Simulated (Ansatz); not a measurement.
Gas-phase electronic energies from Ansatz, PBE0-D4/def2-TZVP geometries. CCSD(T)/CBS adds triple-zeta CCSD(T) − MP2 to the extrapolated MP2 energy (def2 sets, frozen cores). This one scheme is used for every species. DFT in def2-TZVPP. B3LYP here is the variant with VWN-RPA as its local correlation; programs differ in this.

`CB1C[SiH2]1` + H₂ → `B1C[SiH2]1` + CH₄  (hydrogenolysis of a B–C bond)

CCSD(T)/CBS gives -0.21 eV.

Task: Another level gave -0.24 eV. Which?
A. B3LYP/def2-TZVPP
B. SCS-MP2/def2-TZVPP
C. r2SCAN0-D4/def2-TZVPP
D. revPBE-D4/def2-TZVPP

Result: B. SCS-MP2/def2-TZVPP -0.24, revPBE-D4 -0.12, r2SCAN0-D4 -0.18, B3LYP -0.29 eV.

Largest T1 diagnostic among the species: 0.014.

The D4 term adds +0.08 eV with B3LYP and +0.04 eV with PBE0; it sums over pairs of atoms, weighted by their polarisabilities, and B3LYP, whose exchange is more repulsive, gets the larger term. In def2-TZVPP, CCSD(T) changes the Hartree–Fock value by +0.16 eV (the triples alone add +0.03 eV) and MP2 by +0.20 eV.
